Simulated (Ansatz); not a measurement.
Reaction (hydrogenolysis of the Si–C bond): `C#C[SiH]([SiH3])Cl` + H₂ → `[SiH3][SiH2]Cl` + `C#C`

Computed with Ansatz on PBE0-D4/def2-TZVP structures; ΔE is electronic, products minus reactants. CCSD(T)/CBS adds triple-zeta CCSD(T) − MP2 to the extrapolated MP2 energy (def2 sets, frozen cores). This one scheme is used for every species.

```json
{"level": "HF/def2-TZVPP", "ΔE (kJ/mol)": "-2.8"}
{"level": "MP2/CBS(def2)", "ΔE (kJ/mol)": "29.6"}
```

(1) What does CCSD(T)/CBS give? (Estimate.)

Largest T1 diagnostic among the species: 0.013.

Results:

(1) The calculation gave: +19.5 kJ/mol. The listed levels differ from it by -22.3, 10.1 kJ/mol.

The D4 term adds +10.5 kJ/mol with B3LYP and +6.0 kJ/mol with PBE0; it sums over pairs of atoms, weighted by their polarisabilities, and B3LYP, whose exchange is more repulsive, gets the larger term. In def2-TZVPP, CCSD(T) changes the Hartree–Fock value by +21.0 kJ/mol (the triples alone add +5.7 kJ/mol) and MP2 by +31.0 kJ/mol. From PBE to PBE0 (25 % exact exchange), in def2-TZVPP and without D4, ΔE moves by −3.7 kJ/mol.

B3LYP here is the variant with VWN-RPA as its local correlation; programs differ in this.
